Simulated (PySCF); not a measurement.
**Electron correlation in Li (lithium, neutral)**

[He] 2p1, 2P determinant (an excited configuration). Calculation: PySCF 2.14, in dyall-acv3z; no relativity, point nucleus. Frozen: nothing; 3 electrons correlated; the 5 highest virtual orbitals of each spin left out.

```tsv
level	correlation energy (mhartree)
CCSD	-42.24
(T)	-0.02
CCSD(T)	-42.26
CCSDT	-42.26
```

Diagnostics: T1 = 0.0041, D1 = 0.0099, largest double amplitude 0.014.

Question: Is a single reference adequate?

Answer: Yes: T1 lies below 0.03 and no double amplitude reaches 0.07.
